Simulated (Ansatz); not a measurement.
The same path of CH$_{5}$ClSn (8 atoms, charge 0, multiplicity 1) was run twice with different band settings. Lost on the way: Sn1–C2, Sn1–H6. Made: C2–H6.

The calculation used RKS B3LYP-D4/def2-SVP in Ansatz 0.2.0.

Relaxed end points:

```xyz
8
Properties=species:S:1:pos:R:3
Sn 0.489 0.100 0.030
C 1.055 -0.043 2.106
H 0.151 -0.151 2.722
H 1.700 -0.921 2.247
H 1.599 0.864 2.409
H 1.837 0.158 -1.036
H -0.626 1.370 -0.283
Cl -0.662 -1.924 -0.479
```

```xyz
8
Properties=species:S:1:pos:R:3
Sn 0.087 -0.029 -1.148
C 1.512 -0.040 1.884
H 0.628 -0.685 1.777
H 2.252 -0.542 2.524
H 1.219 0.920 2.327
H 1.989 0.143 0.904
H -0.716 1.360 -0.338
Cl -1.428 -1.673 -0.215
```

Common settings: movable images 5; climbing image yes; optimiser quadratic models (default); start path through a guess of the saddle point; force threshold 0.05 eV/Å; iteration limit 60; end points relaxed.

| run | spring |
| --- | --- |
| 1 | 5.0 eV/Å² |
| 2 | 50.0 eV/Å² |

Question: What does each run give, and how far can it be trusted?

Answer: Run 1: converged after 12 iterations, highest image 2.363 eV above the first end. Neighbouring images differ by up to 1.8 eV, so the band resolves the path poorly. A vibrational analysis at the climbing image gives one clearly imaginary mode, 1039i cm⁻¹: a first-order saddle point.
Run 2: converged after 13 iterations, highest image 2.363 eV above the first end. Neighbouring images differ by up to 1.8 eV, so the band resolves the path poorly. Another band between the same ends (5 images) ends at a top of the same energy, where a vibrational analysis finds 1 clearly imaginary mode.
The orbitals stay closed-shell, which can raise the energy where a bond breaks towards radicals; this wasn't checked here.
